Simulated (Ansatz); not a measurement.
CH₈BNSn, SMILES `CN[BH][SnH3]` at its PBE0-D4/def2-TZVP geometry, where that method's forces vanish. The species carries charge 0 and has multiplicity 1. Sn: def2 effective core potential.

```xyz
12

C     0.5404   -0.2157    2.1473
N     0.3147   -0.3437    0.7226
B    -0.3025    0.5784   -0.1000
Sn   -0.5318    0.1383   -2.2909
H     1.6077   -0.2524    2.3841
H     0.0397   -1.0151    2.7012
H     0.1432    0.7409    2.4843
H     0.6603   -1.2105    0.3381
H    -0.7003    1.5967    0.3913
H    -2.1659    0.0869   -2.7997
H     0.2455    1.2876   -3.2940
H     0.1490   -1.3915   -2.6843
```

**Question.** What forces (eV/Å) does r2SCAN-D4/def2-TZVPP give on these atoms in the Gaussian-basis code of Ansatz? (An estimate is asked.)

**Answer.** Computed: 
```
C1   0.039  0.030  0.264
N2   0.006 -0.068 -0.132
B3  -0.086  0.137 -0.092
Sn4  0.004 -0.006  0.002
H5  -0.014 -0.006 -0.002
H6   0.013  0.006 -0.008
H7   0.010 -0.025 -0.012
H8   0.019 -0.040 -0.005
H9   0.012 -0.027 -0.005
H10  0.018  0.002 -0.006
H11 -0.013 -0.014  0.001
H12 -0.007  0.012 -0.005
```
